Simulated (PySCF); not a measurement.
## Electron correlation in Te (tellurium, neutral)

[Kr] 4d10 5s2 5p4, high-spin 3P determinant. All numbers are calculated (PySCF 2.14, scalar relativity by spin-free X2C-1e, in ANO-RCC-VTZP (7s6p4d2f1g, 68 functions)). Frozen: [Kr] 4d10; 6 electrons correlated.

```json
{"level": "CCSD", "correlation energy (mhartree)": "-99.67"}
{"level": "(T)", "correlation energy (mhartree)": "-2.98"}
{"level": "CCSD(T)", "correlation energy (mhartree)": "-102.65"}
```

Diagnostics: T1 = 0.0082, D1 = 0.0245, largest double amplitude 0.058.

**Question.** Is a single reference adequate?

**Answer.** Yes, within this model without spin-orbit coupling: T1 lies below 0.03 and no double amplitude reaches 0.07.
